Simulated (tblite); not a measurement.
Compound: C6H5BCl2O.
Numbering: `[CH2:1]=[C:2]1[CH:3]=[CH:4][CH:5]=[C:6]([B:7]([Cl:8])[Cl:9])[O:10]1` (hydrogens: H11, H12 on C1; H13 on C3; H14 on C4; H15 on C5)

Computed with GFN2-xTB (tblite), gas phase: L-BFGS steps from a force-field or distance-geometry start until the largest atomic force falls under 0.01 eV/Å.

At the end of the run (lengths in Å): B7–Cl9 1.712, B7–Cl8 1.720, C6–B7 1.561, C4–C5 1.431, C6–O10 1.360, C5=C6 1.360, C1–H11 1.072, B7–C6–O10 115.0°, C5–C6–O10 121.5°, C6–B7–Cl8 119.7°, C1–C2–C3 124.0°, C1–C2–C3–C4 180°, C2–C3–C4–C5 0°, C3–C4–C5–C6 0°.

Question: These geometries were met on the way; a selection of coordinates is given. Order them by energy above the end point, lowest first.
A. B7–Cl9 1.686, B7–Cl8 1.727, C6–B7 1.615, C4–C5 1.429, C6–O10 1.365, C5=C6 1.362, C1–H11 1.071, B7–C6–O10 117.9°, C5–C6–O10 119.3°, C6–B7–Cl8 119.6°, C1–C2–C3 123.0°, C1–C2–C3–C4 180°, C2–C3–C4–C5 0°, C3–C4–C5–C6 0°
B. B7–Cl9 1.748, B7–Cl8 1.778, C6–B7 1.609, C4–C5 1.415, C6–O10 1.363, C5=C6 1.381, C1–H11 1.072, B7–C6–O10 118.9°, C5–C6–O10 119.0°, C6–B7–Cl8 120.8°, C1–C2–C3 122.5°, C1–C2–C3–C4 180°, C2–C3–C4–C5 -1°, C3–C4–C5–C6 1°
C. B7–Cl9 1.852, B7–Cl8 1.854, C6–B7 1.575, C4–C5 1.480, C6–O10 1.403, C5=C6 1.343, C1–H11 1.094, B7–C6–O10 118.6°, C5–C6–O10 120.1°, C6–B7–Cl8 122.1°, C1–C2–C3 122.5°, C1–C2–C3–C4 180°, C2–C3–C4–C5 -2°, C3–C4–C5–C6 2°
D. B7–Cl9 1.714, B7–Cl8 1.726, C6–B7 1.564, C4–C5 1.435, C6–O10 1.373, C5=C6 1.356, C1–H11 1.078, B7–C6–O10 117.5°, C5–C6–O10 119.7°, C6–B7–Cl8 120.9°, C1–C2–C3 122.6°, C1–C2–C3–C4 180°, C2–C3–C4–C5 0°, C3–C4–C5–C6 0°
E. B7–Cl9 1.809, B7–Cl8 1.822, C6–B7 1.589, C4–C5 1.434, C6–O10 1.377, C5=C6 1.383, C1–H11 1.075, B7–C6–O10 119.5°, C5–C6–O10 119.2°, C6–B7–Cl8 121.9°, C1–C2–C3 121.7°, C1–C2–C3–C4 180°, C2–C3–C4–C5 -1°, C3–C4–C5–C6 1°

Answer: D (0.031 eV), A (0.079 eV), B (0.152 eV), E (0.291 eV), C (0.480 eV).

```tsv
step	E above end (eV)	rms distance from the end, all atoms (Å)	largest force (eV/Å)	rms shift of all bonds from the end (Å)
5	0.031	0.049	0.458	0.005
3	0.079	0.057	1.234	0.017
2	0.152	0.067	1.091	0.023
1	0.291	0.078	1.708	0.038
0	0.480	0.086	2.068	0.054
```

Rows stand in the order of the answer.
